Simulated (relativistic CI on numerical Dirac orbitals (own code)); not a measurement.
# Ni¹⁶⁺: sensitivity of the levels to the model

Base calculation: Dirac-Coulomb-Breit CI, separate exchange-only KLI orbitals for each configuration, model QED, unscaled Slater integrals.

Configurations in the expansion (outside the closed core [Ne]): 3s2, 3s 3p, 3p2, 3s 3d, 3d2, 3p 3d, 3p 4s, 3s 4s, 3d 4s, 3s 4p, 3s 4d, 3s 4f, 3s 5s, 3s 5p, 3s 5d, 4s2. Levels of other configurations are missing.

Variants: (1) P86 correlation estimate; (2) QED terms removed. Shifts of the energy above 3s2 1S_0, in cm⁻¹, for the lowest level and the first level of each name with at least 55 % of one term (blank where a level changes its place among those of its configuration and J or its character, or is not in the variant):

```csv
Level,Base,Δ(1),Δ(2)
3s2 1S_0,0,0,0
3s 3p 3P°_0,263138,+1157,+912
3s 3p 3P°_1,271396,+1157,+896
3s 3p 3P°_2,292305,+1157,+844
3s 3p 1P°_1,406122,+1178,+889
3p2 3P_0,629725,+2317,+1844
3p2 1D_2,639049,+2124,+1650
3p2 3P_1,645321,+2321,+1800
3p2 3P_2,670576,+2260,+1693
3p2 1S_0,760524,+2253,+1719
3s 3d 3D_1,774597,+1091,+893
3s 3d 3D_2,776217,+1092,+886
3s 3d 3D_3,778761,+1091,+875
3s 3d 1D_2,876830,+1348,+1082
```

At this charge energies of transitions that change n are usually good to better than 1 %, and those within a shell (Δn = 0) to a few per cent.

Ionisation energy from the two ground configurations alone: base 566.778 eV; P86 correlation estimate 567.82 eV. The NIST ASD value (semi-empirical) is 571.07 eV.

LS names give the leading component of a level, which can be under half, so a name can repeat, a term be missing and a line seem to break the LS rules.
